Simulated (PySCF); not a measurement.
Predicted microwave data (PBE0/def2-SVPD in PySCF (dipole) on a GFN2-xTB geometry, gas phase) for one isomer of C5H6FP:

```
Rotational constants : A = 5061, B = 1278, C = 1157 MHz
Dipole components    : |μa| = 1.07 D, |μb| = 0.43 D, |μc| = 1.24 D
Inertial defect      : -58.50 u·Å²
κ                    : -0.94
```

Question: Which structure is it? (One computed conformer of each.)
A. `[CH:1]#[C:2][CH2:3]/[P:4]=[C:5](/[CH3:6])[F:7]` with C2–C3–P4–C5 75°
B. `[F:1][C:2]1=[CH:3][P:4]1[CH:5]1[CH2:6][CH2:7]1` with C3–P4–C5–C6 -167°

Answer: B. It is FC1=CP1C1CC1, a near-prolate asymmetric top, point group C1. The candidates at the same level (rigid rotor, commonest isotopes):

```
       SMILES  A (MHz)  B (MHz)  C (MHz)  μa (D)  μb (D)  μc (D)  Δ (u·Å²)  point group                        rotor
 FC1=CP1C1CC1     5061     1278     1157    1.07    0.43    1.24    -58.50           C1  near-prolate asymmetric top
C#CC/P=C(/C)F     3642     1482     1234    1.16    0.05    0.06    -70.44           C1               asymmetric top
```

`C#CC/P=C(/C)F` has A 28 % too low. No structure here is proved a minimum.
